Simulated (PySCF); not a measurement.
# Cobalt: a sound run and one with changed settings

Sound run: Co²⁺ [Ar] 3d7, Co³⁺ [Ar] 3d6. Calculation: PySCF 2.14, in cc-pVTZ (7s6p4d2f1g, 68 functions); the non-relativistic Hamiltonian (point nucleus). In the sound run the correlated levels freeze [Ar]. The sound run starts from symmetry-adapted Hartree-Fock orbitals and uses a fine grid where one is needed.

Changed run: all electrons correlated in a basis built for the valence shell.

```
species  method  sound run (hartree)  changed run (hartree)  converged
   Co²⁺     MP2          -1380.79345            -1381.17781        yes
   Co³⁺     MP2          -1379.57107            -1379.93837        yes
```

Ionisation energy of Co²⁺:

```csv
method,sound run (eV),changed run (eV)
UHF,31.448,31.448
MP2,33.263,33.727
SCS-MP2,33.360,33.658
```

A valence basis has no tight correlating functions, so it recovers only part of the core correlation, and not evenly between atom and ion.

For comparison, NIST gives 33.5 ± 0.06 eV between the lowest levels.
